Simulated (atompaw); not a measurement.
An all-electron radial function and its pseudo partner (Fe (Z = 26))

Columns: radius, all-electron u(r) and pseudo u(r) of the 3d shell (level -7.75 eV) of iron in the configuration [Ar] 3d6 4s2 4p0; LDA (PW92), scalar-relativistic, PAW (atompaw) scheme, atompaw 4.2.0.5.

```json
{"r (bohr)": "0.115", "all-electron": "0.0952", "pseudo": "0.0147"}
{"r (bohr)": "0.231", "all-electron": "0.3576", "pseudo": "0.1067"}
{"r (bohr)": "0.346", "all-electron": "0.6148", "pseudo": "0.2973"}
{"r (bohr)": "0.462", "all-electron": "0.7949", "pseudo": "0.5433"}
{"r (bohr)": "0.577", "all-electron": "0.8895", "pseudo": "0.7580"}
{"r (bohr)": "0.692", "all-electron": "0.9196", "pseudo": "0.8809"}
{"r (bohr)": "0.808", "all-electron": "0.9070", "pseudo": "0.9049"}
{"r (bohr)": "0.923", "all-electron": "0.8695", "pseudo": "0.8701"}
{"r (bohr)": "1.038", "all-electron": "0.8190", "pseudo": "0.8190"}
{"r (bohr)": "1.154", "all-electron": "0.7622", "pseudo": "0.7622"}
{"r (bohr)": "1.269", "all-electron": "0.7046", "pseudo": "0.7046"}
{"r (bohr)": "1.385", "all-electron": "0.6478", "pseudo": "0.6478"}
{"r (bohr)": "1.500", "all-electron": "0.5942", "pseudo": "0.5942"}
{"r (bohr)": "1.615", "all-electron": "0.5440", "pseudo": "0.5440"}
{"r (bohr)": "1.731", "all-electron": "0.4969", "pseudo": "0.4969"}
{"r (bohr)": "1.846", "all-electron": "0.4540", "pseudo": "0.4540"}
{"r (bohr)": "1.962", "all-electron": "0.4143", "pseudo": "0.4143"}
{"r (bohr)": "2.077", "all-electron": "0.3783", "pseudo": "0.3783"}
{"r (bohr)": "2.192", "all-electron": "0.3454", "pseudo": "0.3454"}
{"r (bohr)": "2.308", "all-electron": "0.3152", "pseudo": "0.3152"}
{"r (bohr)": "2.423", "all-electron": "0.2878", "pseudo": "0.2878"}
{"r (bohr)": "2.538", "all-electron": "0.2629", "pseudo": "0.2629"}
{"r (bohr)": "2.654", "all-electron": "0.2400", "pseudo": "0.2400"}
{"r (bohr)": "2.769", "all-electron": "0.2193", "pseudo": "0.2193"}
{"r (bohr)": "2.885", "all-electron": "0.2002", "pseudo": "0.2002"}
{"r (bohr)": "3.000", "all-electron": "0.1830", "pseudo": "0.1830"}
```

(1) How many radial nodes do the two functions have?

(2) At about which radius was the pseudo-wave matched?

(3) Is the pseudo-wave norm-conserving?

Results:

(1) The all-electron 3d function has n − l − 1 = 0; the pseudo-wave has 0.

(2) 1.00 bohr, where the columns begin to agree (steps of 0.12 bohr).

(3) No, it belongs to a PAW set: the norm inside the radius is not constrained, and the difference is carried by the augmentation charge.
